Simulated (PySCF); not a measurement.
Excitation energy of Os by level of theory

Os [Xe] 4f14 5d6 6s2 (5D) → Os [Xe] 4f14 5d5 6s2 7s1 (7S), as a difference of total energies. All numbers are calculated (PySCF 2.14, a scalar-relativistic core potential, in aug-cc-pVDZ-PP with ECP60MDF). Correlated levels: valence: 5s2 5p6 frozen. The calculations carry no spin-orbit coupling.

```
           method  excitation energy (eV)
              UHF                   5.060
              LDA                   6.906
              PBE                   6.763
             PBE0                   6.573
           r2SCAN                   6.615
          r2SCANh                   6.550
            M06-L                   6.910
             MN15                   7.071
          LC-wPBE                   6.486
    MP2 (valence)                   6.150
SCS-MP2 (valence)                   6.313
```

Q: How much does correlation contribute at MP2 (valence)?

A: 6.150 − (5.060) = 1.090 eV, measured against UHF.

The promoted electron is Rydberg-like, and one or two diffuse shells describe it only roughly, which tends to raise the upper state.
